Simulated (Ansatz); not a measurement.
All numbers were calculated with Ansatz.

A structure relaxed at PBE0-D4/def2-TZVP, charge 0, multiplicity 1:

```json
{"atom": "Cl1", "x (Å)": "0.976", "y (Å)": "1.548", "z (Å)": "1.661"}
{"atom": "C2", "x (Å)": "1.196", "y (Å)": "0.990", "z (Å)": "-0.022"}
{"atom": "Si3", "x (Å)": "-0.429", "y (Å)": "0.290", "z (Å)": "-0.659"}
{"atom": "C4", "x (Å)": "-0.938", "y (Å)": "-1.164", "z (Å)": "0.418"}
{"atom": "Cl5", "x (Å)": "0.324", "y (Å)": "-2.427", "z (Å)": "0.335"}
{"atom": "H6", "x (Å)": "1.535", "y (Å)": "1.843", "z (Å)": "-0.611"}
{"atom": "H7", "x (Å)": "1.981", "y (Å)": "0.234", "z (Å)": "-0.017"}
{"atom": "H8", "x (Å)": "-1.477", "y (Å)": "1.343", "z (Å)": "-0.597"}
{"atom": "H9", "x (Å)": "-0.253", "y (Å)": "-0.173", "z (Å)": "-2.060"}
{"atom": "H10", "x (Å)": "-1.040", "y (Å)": "-0.871", "z (Å)": "1.463"}
{"atom": "H11", "x (Å)": "-1.876", "y (Å)": "-1.613", "z (Å)": "0.088"}
```

**Question.** Give its formula and SMILES.

**Answer.** C2H6Cl2Si, `ClC[SiH2]CCl`.

**Question.** Point group (tolerance 0.08 Å, 0.16 Å for H)?

**Answer.** C2.

**Question.** Summarise the bond lengths by kind.

**Answer.** 2 × C–Cl 1.787 Å; 2 × C–Si 1.880 Å; 4 × C–H 1.090 Å; 2 × H–Si 1.486 Å.
